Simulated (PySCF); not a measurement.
## Sound and unsound settings

Molecule: 3-methyl-2-pentanone, C6H12O; geometry GFN2-xTB.

Molfile (atoms numbered from 1):
```
C6H12O
     RDKit          3D

 19 18  0  0  0  0  0  0  0  0999 V2000
   -1.9873    0.8921   -0.5970 C   0  0  0  0  0  0  0  0  0  0  0  0
   -1.4247   -0.3853    0.0145 C   0  0  0  0  0  0  0  0  0  0  0  0
    0.0254   -0.2064    0.4724 C   0  0  1  0  0  0  0  0  0  0  0  0
    0.5114   -1.4417    1.2393 C   0  0  0  0  0  0  0  0  0  0  0  0
    0.9471   -0.0320   -0.7270 C   0  0  0  0  0  0  0  0  0  0  0  0
    2.0532    0.9730   -0.5293 C   0  0  0  0  0  0  0  0  0  0  0  0
    0.8159   -0.6642   -1.7435 O   0  0  0  0  0  0  0  0  0  0  0  0
   -1.9525    1.7110    0.1197 H   0  0  0  0  0  0  0  0  0  0  0  0
   -1.4139    1.1770   -1.4765 H   0  0  0  0  0  0  0  0  0  0  0  0
   -3.0216    0.7436   -0.8976 H   0  0  0  0  0  0  0  0  0  0  0  0
   -1.4567   -1.1863   -0.7257 H   0  0  0  0  0  0  0  0  0  0  0  0
   -2.0371   -0.6831    0.8684 H   0  0  0  0  0  0  0  0  0  0  0  0
    0.1011    0.6718    1.1211 H   0  0  0  0  0  0  0  0  0  0  0  0
   -0.1171   -1.6142    2.1102 H   0  0  0  0  0  0  0  0  0  0  0  0
    0.4654   -2.3178    0.5966 H   0  0  0  0  0  0  0  0  0  0  0  0
    1.5386   -1.3130    1.5750 H   0  0  0  0  0  0  0  0  0  0  0  0
    2.5617    0.7918    0.4148 H   0  0  0  0  0  0  0  0  0  0  0  0
    1.6178    1.9703   -0.4926 H   0  0  0  0  0  0  0  0  0  0  0  0
    2.7634    0.9226   -1.3504 H   0  0  0  0  0  0  0  0  0  0  0  0
  1  2  1  0
  2  3  1  0
  3  4  1  0
  3  5  1  0
  5  6  1  0
  5  7  2  0
  1  8  1  0
  1  9  1  0
  1 10  1  0
  2 11  1  0
  2 12  1  0
  3 13  1  1
  4 14  1  0
  4 15  1  0
  4 16  1  0
  6 17  1  0
  6 18  1  0
  6 19  1  0
M  END
```

All runs: PySCF 2.14, non-relativistic, gas phase unless a solvent (IEF-PCM) is named; grid level 2, GIAOs and SCF threshold 1e-9 unless changed. The yardstick, PBE0/pcSseg-1, gives these isotropic shieldings σ (ppm, equivalent atoms averaged): C3 134.9, C2 156.3, C4 165.0, O7 -315.5, H17/H18/H19 29.53, H12 30.64, H8/H9/H10 30.87.

(1) What do these inputs give? (1) LDA/6-31G-J; aux def2-universal-jkfit; level_shift 0.3; (2) PBE0/6-31G; aux def2-qzvpp-jkfit; damp 0.1

(2) Comment on the technical settings and failures.

Answers

(1) 
```
run    outcome  functions  wall time     C3     C2     C4      O7  H17/H18/H19    H12  H8/H9/H10
  1  converged        132       19 s  132.6  157.6  165.4  -345.8        30.09  31.14      31.55
  2  converged         87       14 s  150.7  172.6  179.5  -301.2        30.68  31.76      32.10
```

Times are on 1 thread of an Arm Neoverse V2, shared host.

(2) 
- Run 1: The functional and orbital basis differ from the yardstick's, which in itself moves the values. The level shift changes the path of the SCF (15 cycles), not the solution, provided the same state is reached. The other auxiliary basis adds little: it changes only the density-fitting error.
- Run 2: The orbital basis differs from the yardstick's, which in itself moves the values. The damping changes the path of the SCF (18 cycles), not the solution, provided the same state is reached. With 87 functions the basis is far too small for magnetic properties. The other auxiliary basis adds little: it changes only the density-fitting error.

Run 2 was set up unsoundly or failed; its numbers aren't to be quoted as properties of the molecule.
